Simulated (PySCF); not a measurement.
Several orderings of computed values.

All species are isolated and taken at one optimised geometry, non-relativistic unless stated. Electronic properties by PySCF.

The conformers computed, where there is a choice (atom-mapped SMILES and torsion angles):
- `[CH3:1][C:2](=[O:3])[NH:4][SiH3:5]`: C1–C2–N4–Si5 -179°
- `[CH3:1]/[CH:2]=[CH:3]\[PH2:4]`: H–P4–C3–C2 -46°, H–P4–C3–C2 46°
- `[F:1][CH:2]([F:3])[CH:4]=[C:5]1[CH:6]=[CH:7]1`: F1–C2–C4–C5 121°
- `[O:1]=[C:2]([OH:3])[C@:4]12[CH:5]=[CH:6][C@H:7]([CH:8]=[CH:9]1)[O:10]2`: O1–C2–C4–C5 60°, H–O3–C2–O1 0°
- `[CH3:1][O:2][C:3](=[O:4])[c:5]1[n:6][cH:7][cH:8][s:9]1`: C1–O2–C3–O4 0°, O2–C3–C5–N6 0°
- `[CH3:1][PH:2][c:3]1[cH:4][cH:5][cH:6][cH:7][cH:8]1`: C1–P2–C3–C4 106°
- `[CH3:1]/[CH:2]=[N:3]/[SiH2:4][OH:5]`: C2–N3–Si4–O5 134°, H–O5–Si4–N3 36°

(1) Rank by lowest singlet excitation, highest first (TDDFT PBE0/def2-SVPD at GFN2-xTB geometries).
A. `N#CC1=CC=CC(Cl)=C1`
B. `Cc1ccc(pc1)C`
C. `CC#CP=C=C(C)C`
D. `CC(=O)N[SiH3]`

(2) Rank by static isotropic polarisability, highest first (PBE0/def2-SVPD at GFN2-xTB geometries).
A. `Cc1ccc(C)pc1`
B. `C/C=C\P`
C. `CC#CP=C=C(C)C`
D. `N#Cc1ccc(Cl)cc1`
E. `N#Cc1cccc(Cl)c1`

(3) By how much do the two ends of that ranking differ?

(4) Rank by dipole moment, lowest first (PBE0/def2-SVPD at GFN2-xTB geometries).
A. `N#CC1=CC=C(Cl)C=C1`
B. `O=C(O)[C@]12C=C[C@H](C=C1)O2`
C. `COC(=O)C1=NC=CS1`
D. `p1cc(C)ccc1C`
E. `[SiH3]NC(C)=O`
F. `FC(F)C=C1C=C1`
G. `CC#CP=C=C(C)C`

(5) By how much do the two ends of that ranking differ?

(6) Rank by HOMO energy, highest first (PBE0/def2-SVPD at GFN2-xTB geometries).
A. `CC#CP=C=C(C)C`
B. `c1(C#N)cc(Cl)ccc1`
C. `C/C=C\P`
D. `O(C)C(c1nccs1)=O`
E. `N#Cc1ccc(Cl)cc1`
F. `Cc1ccc(C)pc1`

(7) Give the two extremes of that set in hartree.

(8) Rank by smallest rotational constant, highest first (GFN2-xTB).
A. `N#Cc1ccc(Cl)cc1`
B. `C/C=N/[SiH2]O`
C. `N#CC1=CC=CC(Cl)=C1`
D. `O=C(O)[C@]12C=C[C@H](C=C1)O2`
E. `CPc1ccccc1`
F. `CC(=O)N[SiH3]`

(9) Rank by lowest triplet excitation (Tamm–Dancoff), lowest first (TDA PBE0/def2-SVPD at GFN2-xTB geometries).
A. `CC#CP=C=C(C)C`
B. `CC(=O)N[SiH3]`
C. `N#Cc1cccc(Cl)c1`
D. `Cc1ccc(C)cp1`
E. `COC(=O)c1nccs1`
F. `C/C=C\P`

## Answers

(1) D (5.76 eV), A (4.93 eV), B (4.63 eV), C (4.17 eV).

(2) C (121.2 au), A (107.0 au), D (100.0 au), E (98.5 au), B (63.5 au).

(3) By 57.7 au, between `CC#CP=C=C(C)C` and `C/C=C\P`.

(4) C (1.41 D), B (1.63 D), D (1.79 D), G (2.23 D), A (3.09 D), E (3.43 D), F (5.06 D).

(5) By 3.65 D, between `FC(F)C=C1C=C1` and `COC(=O)c1nccs1`.

(6) A (-6.54 eV), F (-6.78 eV), C (-7.35 eV), D (-7.64 eV), E (-7.75 eV), B (-7.86 eV).

(7) `N#Cc1cccc(Cl)c1`: -0.289 Eh; `CC#CP=C=C(C)C`: -0.240 Eh.

(8) F (2.085 GHz), B (1.643 GHz), D (1.153 GHz), E (0.978 GHz), C (0.680 GHz), A (0.625 GHz).

(9) A (2.71 eV), D (3.17 eV), E (3.36 eV), C (3.69 eV), F (4.08 eV), B (5.26 eV).
